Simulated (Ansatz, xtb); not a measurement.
**Two isomers of C3H5Cl2Ga**

We compare X, `C/C=[CH]\[Ga]([Cl])[Cl]`, a singlet, with Y, `C=[C](C)[Ga]([Cl])[Cl]`, a singlet. Both are isolated molecules in the gas phase, relaxed with PBE0-D4/def2-SVP; the shapes shown needn't be the lowest conformers.

X (Å):

```yaml
atoms:
  - { symbol: C, position_ang: [-0.7206, -0.4323, 0.5221] }
  - { symbol: C, position_ang: [-0.5454, -1.1392, -0.7762] }
  - { symbol: C, position_ang: [0.4458, -0.9904, -1.6717] }
  - { symbol: Cl, position_ang: [2.3991, 1.5520, 0.0641] }
  - { symbol: Cl, position_ang: [3.4149, 0.2517, -3.1160] }
  - { symbol: Ga, position_ang: [1.9559, 0.1955, -1.5439] }
  - { symbol: H, position_ang: [-1.6829, 0.1063, 0.5356] }
  - { symbol: H, position_ang: [0.0846, 0.2852, 0.7315] }
  - { symbol: H, position_ang: [-0.7670, -1.1601, 1.3494] }
  - { symbol: H, position_ang: [-1.3343, -1.8685, -1.0143] }
  - { symbol: H, position_ang: [0.4131, -1.5997, -2.5826] }
```

Y (Å):

```json
{"atom": "C", "x (Å)": "-1.5572", "y (Å)": "-2.6548", "z (Å)": "-0.7410"}
{"atom": "C", "x (Å)": "-1.1521", "y (Å)": "-1.4934", "z (Å)": "-0.2066"}
{"atom": "C", "x (Å)": "-2.0381", "y (Å)": "-0.2975", "z (Å)": "-0.0338"}
{"atom": "Cl", "x (Å)": "1.5947", "y (Å)": "0.3216", "z (Å)": "1.2305"}
{"atom": "Cl", "x (Å)": "2.0022", "y (Å)": "-3.1134", "z (Å)": "0.1308"}
{"atom": "Ga", "x (Å)": "0.7031", "y (Å)": "-1.4211", "z (Å)": "0.3555"}
{"atom": "H", "x (Å)": "-0.8854", "y (Å)": "-3.5118", "z (Å)": "-0.8539"}
{"atom": "H", "x (Å)": "-2.5895", "y (Å)": "-2.7919", "z (Å)": "-1.0897"}
{"atom": "H", "x (Å)": "-3.0571", "y (Å)": "-0.4961", "z (Å)": "-0.4019"}
{"atom": "H", "x (Å)": "-2.1077", "y (Å)": "0.0013", "z (Å)": "1.0247"}
{"atom": "H", "x (Å)": "-1.6421", "y (Å)": "0.5775", "z (Å)": "-0.5743"}
```

Q: Which of the two would you expect CCSD(T)/def2-SVP + ΔMP2/def2-TZVPP electronic energies to favour?

A: CCSD(T)/def2-SVP + ΔMP2/def2-TZVPP gives E(Y) − E(X) = +1.41 kJ/mol, slightly favouring structure X, which is too small a margin to settle the true order.

How the difference moves with the method:

```
                             level          geometry  E(Y) − E(X) (kJ/mol)  departure from the last row (kJ/mol)  job, with rough time for the two
                          GFN2-xTB          GFN2-xTB                   +2.80                                 +1.39              optimisation, 0.22 s
                         HF/STO-3G          GFN2-xTB                  +11.25                                 +9.84               single point, 0.4 s
                r2SCAN-D4/def2-SVP          GFN2-xTB                   +3.97                                 +2.57               single point, 2.1 s
                  PBE0-D4/def2-SVP  PBE0-D4/def2-SVP                   +5.81                                 +4.40                optimisation, 31 s
                       HF/def2-SVP  PBE0-D4/def2-SVP                   +5.62                                 +4.21           part of the CCSD(T) run
                      MP2/def2-SVP  PBE0-D4/def2-SVP                   +1.39                                 −0.02           part of the CCSD(T) run
                  CCSD(T)/def2-SVP  PBE0-D4/def2-SVP                   +1.93                                 +0.52                      single point
CCSD(T)/def2-SVP + ΔMP2/def2-TZVPP  PBE0-D4/def2-SVP                   +1.41                                                      single point, 29 s
```

As drawn, both hold the same kinds of bond in the same numbers.

The largest departure from CCSD(T)/def2-SVP + ΔMP2/def2-TZVPP is that of HF/STO-3G, 9.84 kJ/mol. The last row adds to CCSD(T) the change of the MP2 difference between the two basis sets, here −0.52 kJ/mol.

With thermal terms from frequencies at re-optimised GFN2-xTB minima (ideal gas, soft modes damped towards free rotors, one conformer each, 298.15 K, 1 atm): the zero-point term adds −0.86 kJ/mol; ΔH is +1.07 and ΔG −0.12 kJ/mol.

The correlated steps freeze 22 core orbitals; the filled d shell of Ga is correlated, in a basis made for valence electrons. Programs: Ansatz 0.2.0, xtb 6.7.1; the last row on 2 threads of AMD EPYC 9R45 96-Core Processor (Zen 5) on a shared host.
